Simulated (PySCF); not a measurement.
Mg(SMe)(SeH), SMILES [Mg]([S]C)[SeH] (CH4MgSSe), singlet (CAM-B3LYP/def2-SVP optimised geometry):

```
8

Mg     0.077     0.702     0.000
S      2.371     0.702     0.000
C      2.846     0.670     1.773
H      2.503     1.564     2.311
H      3.943     0.653     1.812
H      2.476    -0.228     2.287
Se    -2.338     0.736    -0.071
H     -2.371    -0.736    -0.102
```

Computed with CAM-B3LYP/def2-TZVP in PySCF.

Q: What are the frontier orbital energies and the dipole moment?

A: HOMO-2 -8.60 eV, HOMO-1 -8.17 eV, HOMO -7.96 eV, LUMO -0.63 eV, LUMO+1 0.19 eV; dipole moment 1.45 D.

On the same geometry PySCF 2.14.0 with PBE/def2-TZVP gives HOMO-2 -6.22 eV, HOMO-1 -5.80 eV, HOMO -5.49 eV, LUMO -2.08 eV, LUMO+1 -1.35 eV; dipole moment 1.42 D.

Meta-Löwdin charges at CAM-B3LYP/def2-TZVP: Mg1 1.31, S2 -0.65, C3 -0.38, H4 0.12, H5 0.13, H6 0.12, Se7 -0.71, H8 0.06.
